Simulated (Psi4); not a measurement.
HCl3OZr, charge -1, doublet, at the geometry of the source list (the multiplicity is a formal guess) (all electrons, no relativity) (a gas-phase anion, which may not be bound at this level); PBE/3-21G (Psi4).

Input for Psi4:
```
memory 2 GB

molecule {
-1 2
  Zr    0.25720000   -0.08060000   -0.01270000
  Cl    2.11810000    0.96760000   -0.76260000
  Cl    0.94790000   -0.88680000    1.98810000
  Cl    0.23350000   -1.95650000   -1.27910000
  O    -1.32390000    0.82400000    0.01340000
  H    -2.23280000    1.13230000    0.05270000
}

set basis 3-21g
set reference uks
set scf_type pk

energy('pbe')
print_variables()
```

What the program printed (banner, timings and long lists left out):

```
   => Loading Basis Set <=

    Name: 3-21G
    Role: ORBITAL
    Keyword: BASIS

         ---------------------------------------------------------
                                   SCF
               by Justin Turney, Rob Parrish, Andy Simmonett
                          and Daniel G. A. Smith
                              UKS Reference
         ---------------------------------------------------------

  ==> Geometry <==

    Molecular point group: c1
    Full point group: C1

    Geometry (in Angstrom), charge = -1, multiplicity = 2:

       Center              X                  Y                   Z               Mass
    ------------   -----------------  -----------------  -----------------  -----------------
         ZR          -0.286094026723     0.195663263765     0.000276838118    89.904697700000
         CL           1.574805973277     1.243863263765    -0.749623161882    34.968852682000
         CL           0.404605973277    -0.610536736235     2.001076838118    34.968852682000
         CL          -0.309794026723    -1.680236736235    -1.266123161882    34.968852682000
         O           -1.867194026723     1.100263263765     0.026376838118    15.994914619570
         H           -2.776094026723     1.408563263765     0.065676838118     1.007825032230

  Running in c1 symmetry.

  Rotational constants: A =      0.04734  B =      0.04715  C =      0.03897 [cm^-1]
  Rotational constants: A =   1419.14384  B =   1413.58526  C =   1168.26280 [MHz]
  Nuclear repulsion =  780.729791907221966

  Charge       = -1
  Multiplicity = 2
  Electrons    = 101
  Nalpha       = 51
  Nbeta        = 50

  ==> Algorithm <==

  SCF Algorithm Type is PK.
  DIIS enabled.
  MOM disabled.
  Fractional occupation disabled.
  Guess Type is SAD.
  Energy threshold   = 1.00e-06
  Density threshold  = 1.00e-06
  Integral threshold = 1.00e-12

  ==> Primary Basis <==

  Basis Set: 3-21G
    Blend: 3-21G
    Number of shells: 42
    Number of basis functions: 89
    Number of Cartesian functions: 89
    Spherical Harmonics?: false
    Max angular momentum: 2

  ==> DFT Potential <==

   => LibXC <=

    Version 7.1.2
    S. Lehtola, C. Steigemann, M. J. T. Oliveira, and M. A. L. Marques,  SoftwareX 7, 1–5 (2018) (10.1016/j.softx.2017.11.002)

   => Composite Functional: PBE <=

    PBE GGA Exchange-Correlation Functional

    J.P. Perdew et. al., Phys. Rev. Lett., 77(18), 3865-3868, 1996

    Deriv               =              1
[...]
      Ntotal   =  101.0000063148 ; deviation = 6.315e-06

   @Spin Contamination Metric:   1.408231286E-03
   @S^2 Expected:                7.500000000E-01
   @S^2 Observed:                7.514082313E-01
   @S   Expected:                5.000000000E-01
   @S   Observed:                5.000000000E-01

    Orbital Energies [Eh]
    ---------------------

    Alpha Occupied:

[...]
    Alpha Virtual:

[...]
    Beta Occupied:

[...]
    Beta Virtual:

[...]
    Final Occupation by Irrep:
              A
    DOCC [    50 ]
    SOCC [     1 ]
    NA   [    51 ]
    NB   [    50 ]

  @UKS Final Energy: -4972.90407567496277

   => Energetics <=

    Nuclear Repulsion Energy =            780.7297919072219656
    One-Electron Energy =               -8449.8326832649945572
    Two-Electron Energy =                2901.0742651792061224
    DFT Exchange-Correlation Energy =    -204.8754494963955608
    Empirical Dispersion Energy =           0.0000000000000000
    VV10 Nonlocal Energy =                  0.0000000000000000
    Total Energy =                      -4972.9040756749627690

  UHF NO Occupations:
  HONO-2 :   49  A 1.9998956
  HONO-1 :   50  A 1.9995964
  HONO-0 :   51  A 1.0000000
  LUNO+0 :   52  A 0.0004036
  LUNO+1 :   53  A 0.0001044
  LUNO+2 :   54  A 0.0000653
  LUNO+3 :   55  A 0.0000545

Computation Completed

Properties will be evaluated at   0.000000,   0.000000,   0.000000 [a0]

Properties computed using the SCF density matrix

 Multipole Moments:

 ------------------------------------------------------------------------------------
     Multipole            Electronic (a.u.)      Nuclear  (a.u.)        Total (a.u.)
 ------------------------------------------------------------------------------------

 L = 1.  Multiply by 2.5417464519 to convert [e a0] to [Debye]
 Dipole X            :          1.2543124           -1.4624641           -0.2081517
 Dipole Y            :         -0.4460031            0.4530172            0.0070141
 Dipole Z            :         -0.0095852            0.0725349            0.0629497
 Magnitude           :                                                    0.2175752

 ------------------------------------------------------------------------------------

  Variable Map:
  ----------------------------------------------------------------------------
[...]
  Array Variable Map:
  ----------------------------------------------------------------------------
[...]
[...]
```
